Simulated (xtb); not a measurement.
H4B3Cl3N3, charge +1, singlet, at a GFN2-xTB geometry. Base run: GFN2-xTB (xtb).

xtb was given this input:
```
$ xtb mol.xyz --gfn 2 --chrg 1 --json

# file mol.xyz
13

Cl    -1.92497906    -2.50575432    -0.30252180
B     -0.90112912    -1.17278707    -0.14076158
N     -1.39356340     0.18046148    -0.26000621
B     -0.63263027     1.33969800    -0.14230920
Cl    -1.19572753     2.93161321    -0.28629955
N      0.88350606     1.15328901     0.15157545
B      1.43275997    -0.29705545     0.27243464
Cl     3.09171093    -0.46603994     0.57464606
N      0.51108002    -1.32890542     0.12245861
H     -2.38501425     0.27302681    -0.44845800
H      1.42090884     1.64934894    -0.56698538
H      1.11337995     1.66138026     1.01196390
H      0.84149005    -2.28387112     0.19944512
```

Each row names what was changed in the base input (with any setting that the change needs).

```tsv
change	ΔE vs base (mEh)	HOMO-LUMO gap (eV)	G_solv (kcal/mol)	SCF cycles
base	0.000	3.79	-	15
etemp = 1000	0.000	3.79	-	15
gbsa = toluene	___	___	___	15
alpb = acetone	-96.401	4.18	-62.78	15
acc = 0.1	0.000	3.79	-	18
```

Task: What belongs in the gaps?

Result: 
- gbsa = toluene, ΔE vs base (mEh): -49.617
- gbsa = toluene, HOMO-LUMO gap (eV): 3.83
- gbsa = toluene, G_solv (kcal/mol): -31.38

ALPB and GBSA are two models with their own fitted parameters for each solvent, which aren't always the measured dielectric constant.
